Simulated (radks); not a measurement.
The numbers below are computed, except where a source is named.
Ti III, configuration [Ar] 3d1 4s1 (not the ground configuration).

Code: a radial shooting solver on a logarithmic mesh with Libxc functionals. Model: scalar-relativistic Kohn-Sham, r2SCAN, spin-polarised, spherical densities, finite nucleus; open shells are filled with parallel spins first; meta-GGA in the generalised Kohn-Sham scheme; Fermi nuclear charge, rms radius 3.5921 fm.

Energy parts (hartree):
total: -852.86281
kinetic: 860.12902
electron-nucleus: -2011.18880
Hartree: 339.72036
exchange-correlation: -41.52340

Orbitals (lengths in bohr, moments of r in powers of bohr):
| orbital | occ. | eigenvalue (hartree) | <r^4> |
|---|---|---|---|
| 1s up | 1 | -180.5057 | 0.0001096 |
| 1s down | 1 | -180.5040 | 0.0001096 |
| 2s up | 1 | -20.87652 | 0.02725 |
| 2s down | 1 | -20.85836 | 0.02715 |
| 2p up | 3 | -17.37557 | 0.02214 |
| 2p down | 3 | -17.36082 | 0.02203 |
| 3s up | 1 | -3.22225 | 2.072 |
| 3s down | 1 | -3.16627 | 2.077 |
| 3p up | 3 | -2.29837 | 3.015 |
| 3p down | 3 | -2.24151 | 2.945 |
| 3d up | 1 | -0.92504 | 10.83 |
| 3d down | 0 | -0.85337 | 9.490 |
| 4s up | 1 | -0.72647 | 112.9 |

The highest occupied level is 4s up at -19.768 eV. The configuration is held as typed, so some empty levels lie below it. The electron density at the nucleus is 8537 e/bohr^3 (large components only). Spin moment in Bohr magnetons: 2.
